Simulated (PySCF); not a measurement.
Species: C₃H₈FSi (charge +1).
InChI=1S/C3H8FSi/c1-5(2)3-4/h3H2,1-2H3/q+1

Computed with TDDFT B3LYP/def2-SVPD, vertical, gas phase, core orbitals frozen in the response in PySCF. Isolated species at its PBE0-D3(BJ)/def2-SVP geometry (one conformer only). Torsions of this conformer, `[CH3:1][Si+:2]([CH3:3])[CH2:4][F:5]`: C1–Si2–C4–F5 177°.

Lowest singlets, with some entries withheld (?).

```
state  E (eV)       f  main configurations (H = HOMO, L = LUMO)
   S1    4.64  0.0004                                         ?
   S2    5.58  0.0000                                         ?
   S3    5.83       ?                               H-1→L (99%)
   S4       ?       ?                                         ?
   S5       ?   0.023     H-5→L (66%), H-4→L (19%), H-3→L (13%)
   S6    7.57       ?     H-4→L (47%), H-5→L (32%), H-3→L (15%)
```

Supply the missing values.

- S1: H→L (100%)
- S2: H-2→L (99%)
- S3: f = 0.035
- S4: E = 7.24 eV; f = 0.0034; H-3→L (69%), H-4→L (30%)
- S5: E = 7.51 eV
- S6: f = 0.050

What is the mean static polarisability from the same response equations?

57.7 au (8.56 Å³), with principal values 45.6, 62.8 and 64.8 au.

Which level carries the most intensity, and what share of the listed sum of f?

S6, with f = 0.050 of 0.111, 45%.

How far apart are S3 and S4, in eV and cm⁻¹?

7.237 − 5.833 = 1.404 eV, or about 11320 cm⁻¹.
